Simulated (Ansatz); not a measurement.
`FBF` + `CN(C)C` → `CN(C)B(F)F` + CH₄ at 700 K and 1 bar (formal exchange of groups at a B–H bond).

Computed with Ansatz on PBE0-D4/def2-TZVP structures; ΔE is electronic, products minus reactants. CBS: MP2 limit from def2 TZ/QZ plus the TZ coupled-cluster correction, frozen cores. This one scheme is used for every species. Each species was taken in one conformer, which may not be the lowest.

```
     species  CCSD(T)/CBS energy (Eh)  H − E (kJ/mol)  S (J/(mol·K))
       `FBF`               -225.09427            79.5          289.3
    `CN(C)C`               -174.25827           385.6          395.3
`CN(C)B(F)F`               -358.96075           324.2          452.1
         CH₄                -40.46206           145.9          224.0
```

H − E and S are ideal-gas, rigid-rotor, harmonic terms from PBE0-D4/def2-TZVP, for one conformer and one mirror image of each species. 1 Eh = 2625.50 kJ/mol, R = 8.31446 J/(mol·K).

Q: By hand: ΔE, ΔH, ΔS and ΔG.

A: ΔE = (-358.96075) + (-40.46206) − (-225.09427) − (-174.25827) = -0.07027 Eh = -184.5 kJ/mol. Δ(H − E) = 324.2 + 145.9 − 79.5 − 385.6 = 5.0, so ΔH = -179.5 kJ/mol. ΔS = 452.1 + 224.0 − 289.3 − 395.3 = -8.5 J/(mol·K). ΔG = -179.5 − 700 × (-8.5)/1000 = -173.6 kJ/mol.

Q: By hand: the equilibrium constant, and the temperature at which ΔG would vanish if ΔH and ΔS stayed fixed.

A: log₁₀ K = −ΔG/(RT ln 10) = 13.0. ΔG = 0 at ΔH/ΔS = 21118 K, far beyond where these terms or the molecules hold.

The number of gas molecules stays the same, so ΔS is small and ΔH decides. A doubt of 5 kJ/mol in ΔE shifts log₁₀ K by 0.4 here. Other conformers and mirror images would add mixing entropy, several J/(mol·K) or more a flexible species. These are equilibria of isolated gas molecules and say nothing of rates. Largest T1 diagnostic: 0.013 (customary marks: 0.02 for closed shells, 0.045 for open ones).
